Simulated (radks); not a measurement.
Values are calculated unless marked as measured or tabulated.
The boron ion B+ inside a hard spherical wall (all orbitals vanish at R), configuration held at [He] 2s2 and not refilled when levels cross. Level of theory: scalar-relativistic Kohn-Sham, PBE, spin-polarised, spherical densities, point nucleus (a radial shooting solver on a logarithmic mesh with Libxc functionals). Eigenvalues in eV for spin up, with the zero of energy where the potential of the charges vanishes at infinity; a dash marks a level that is unbound or too diffuse for the functional's potential to be trusted. A positive occupied level is held by the wall or, in an anion where self-interaction has pushed it up, behind a barrier. The pressure on the wall is -dE/dV.

[
 {"R (bohr)": "free", "E (hartree)": "-24.30114", "kinetic (hartree)": "24.236", "e(1s)": "-193.63", "e(2s)": "-19.511", "e(2p, empty)": "-13.364", "e(3s, empty)": "-", "pressure (GPa)": "0"},
 {"R (bohr)": "20", "E (hartree)": "-24.30114", "kinetic (hartree)": "24.236", "e(1s)": "-193.63", "e(2s)": "-19.511", "e(2p, empty)": "-13.364", "e(3s, empty)": "-", "pressure (GPa)": "< 0.0001"},
 {"R (bohr)": "15", "E (hartree)": "-24.30114", "kinetic (hartree)": "24.236", "e(1s)": "-193.63", "e(2s)": "-19.511", "e(2p, empty)": "-13.364", "e(3s, empty)": "-", "pressure (GPa)": "< 0.0001"},
 {"R (bohr)": "12", "E (hartree)": "-24.30114", "kinetic (hartree)": "24.236", "e(1s)": "-193.63", "e(2s)": "-19.511", "e(2p, empty)": "-13.364", "e(3s, empty)": "-", "pressure (GPa)": "< 0.0001"},
 {"R (bohr)": "10", "E (hartree)": "-24.30114", "kinetic (hartree)": "24.236", "e(1s)": "-193.63", "e(2s)": "-19.511", "e(2p, empty)": "-13.364", "e(3s, empty)": "-4.184", "pressure (GPa)": "< 0.0001"},
 {"R (bohr)": "7", "E (hartree)": "-24.30104", "kinetic (hartree)": "24.237", "e(1s)": "-193.62", "e(2s)": "-19.504", "e(2p, empty)": "-13.352", "e(3s, empty)": "-2.773", "pressure (GPa)": "0.0102"},
 {"R (bohr)": "6", "E (hartree)": "-24.30033", "kinetic (hartree)": "24.245", "e(1s)": "-193.56", "e(2s)": "-19.466", "e(2p, empty)": "-13.294", "e(3s, empty)": "-0.927", "pressure (GPa)": "0.108"},
 {"R (bohr)": "5", "E (hartree)": "-24.29513", "kinetic (hartree)": "24.288", "e(1s)": "-193.27", "e(2s)": "-19.260", "e(2p, empty)": "-13.012", "e(3s, empty)": "3.351", "pressure (GPa)": "1.10"},
 {"R (bohr)": "4", "E (hartree)": "-24.26057", "kinetic (hartree)": "24.496", "e(1s)": "-192.04", "e(2s)": "-18.265", "e(2p, empty)": "-11.815", "e(3s, empty)": "14.000", "pressure (GPa)": "11.1"},
 {"R (bohr)": "3", "E (hartree)": "-24.04517", "kinetic (hartree)": "25.384", "e(1s)": "-187.79", "e(2s)": "-13.695", "e(2p, empty)": "-7.096", "e(3s, empty)": "44.074", "pressure (GPa)": "122"},
 {"R (bohr)": "2.5", "E (hartree)": "-23.65365", "kinetic (hartree)": "26.632", "e(1s)": "-182.99", "e(2s)": "-6.632", "e(2p, empty)": "-0.695", "e(3s, empty)": "79.768", "pressure (GPa)": "458"}
]
